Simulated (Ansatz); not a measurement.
Ta3Te6. Charge 0, multiplicity 2. Geometry PBE-D4/def2-SVP; atoms count from 1.

```xyz
9

Ta   -1.2303    0.6647    1.3644
Ta   -1.1486   -0.2317   -1.1229
Ta    1.5924   -0.0533    0.5311
Te    0.2818    2.1933   -0.3813
Te    0.5241   -0.6435    2.9365
Te   -3.1537   -1.0275    0.5645
Te    0.9977   -1.8990   -1.3584
Te   -1.9898    0.9757   -3.2677
Te    4.1264    0.0213    0.7337
```

In the def2 sets Ta, Te take a core potential; there is no spin–orbit coupling. The charge 0 doublet is spin-contaminated (final ⟨S²⟩ up to 0.83, 0.75 for a pure state).

(1) Estimate the Mulliken populations from the PBE0/def2-SVP orbitals of Ansatz.

(2) Where does the spin sit?

(3) And the Mayer bond orders between bonded heavy atoms (over 0.3)?

## Answers

(1) 
```csv
atom,charge (e),spin (α − β),d electrons
Ta1,0.64,0.56,3.71
Ta2,0.45,-0.31,3.80
Ta3,0.15,-0.09,3.75
Te4,-0.26,0.02,–
Te5,-0.21,-0.02,–
Te6,-0.25,-0.02,–
Te7,-0.23,0.09,–
Te8,-0.13,0.71,–
Te9,-0.17,0.06,–
```
Mulliken values and Mayer orders depend strongly on the basis.

(2) Summed by element: Ta 0.16, Te 0.84, of 1 unpaired in all. Largest on single atoms: Te8 0.71, Ta1 0.56, Ta2 -0.31.

(3) Ta1–Ta2 1.16 (2.65 Å); Ta1–Ta3 0.47 (3.03 Å); Ta1–Te4 0.84 (2.77 Å); Ta1–Te5 1.13 (2.69 Å); Ta1–Te6 1.19 (2.68 Å); Ta2–Ta3 0.31 (3.21 Å); Ta2–Te4 0.52 (2.91 Å); Ta2–Te6 0.99 (2.74 Å); Ta2–Te7 1.02 (2.73 Å); Ta2–Te8 1.62 (2.60 Å); Ta3–Te4 0.93 (2.76 Å); Ta3–Te5 1.14 (2.70 Å); Ta3–Te7 1.16 (2.71 Å); Ta3–Te9 2.09 (2.54 Å).
